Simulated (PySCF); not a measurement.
# Core-level binding energies of Ge(OH)2Cl2

Ge(OH)2Cl2.
Z-matrix (Å and degrees, PBE0-D3(BJ)/def2-SVP geometry), rows numbered from 1:
```
Ge
O   1  1.7429
H   2  0.9643  1  113.15
O   1  1.7427  2  104.52  3  -172.17
H   4  0.9641  1  112.86  2  -173.31
Cl  1  2.1411  2  112.15  3    67.45
Cl  1  2.1408  2  111.32  3   -51.32
```

Method: delta-SCF UKS SCAN, pcX-2 on the ionised atom, pcseg-1 elsewhere, spin-free X2C (PySCF 2.14.0). Binding energies are ΔSCF values: E(core-ionised, relaxed orbitals) − E(ground state) at a fixed geometry, referred to the vacuum level.

Task: List the computed XPS lines with their assignment.

Result: 
```csv
atom(s),bonded to,level,binding energy (eV),2p1/2 (eV),count
Cl6/Cl7,Ge,Cl 2p3/2,206.28,207.94,2
O2/O4,H and Ge,O 1s,539.23,–,2
Cl6/Cl7,Ge,Cl 1s,2828.87,–,2
```

Task: Give the binding energy of Cl 2p3/2 of Cl6/Cl7 in hartree and in kJ/mol.

Result: 206.28 eV = 7.5807 Eh = 19903 kJ/mol.

Task: Which effective nuclear charge Zeff reproduces each element's mean 1s value in the hydrogen-like formula E = 13.606 eV × Zeff²?

Result: O (Z = 8): mean 539.2 eV, Zeff = 6.30, Z − Zeff = 1.70; Cl (Z = 17): mean 2828.9 eV, Zeff = 14.42, Z − Zeff = 2.58. Means run over the listed sites, weighted by atom count.

The first atom of each set that the bonding makes equivalent was ionised and stands for the set. For 2p shells one spin-free hole was relaxed; a mean-field spin–orbit operator and the ground-state splitting of the three 2p orbitals were then diagonalised within the shell. The shell's mean is (2 × 2p3/2 + 2p1/2)/3, and the degeneracies 2j + 1 give areas of 2:1. 2p1/2 minus 2p3/2 (ligand field included): Cl 1.65 eV. No level of germanium is listed. Geometry: PBE0-D3(BJ)/def2-SVP, one conformer, isolated molecule.

On an Intel Xeon at 2.50 GHz with one thread, shared host with 64 logical CPUs at a one-minute load of 59, this took 39 s wall, 26 s CPU and 0.42 GiB of memory at its peak.
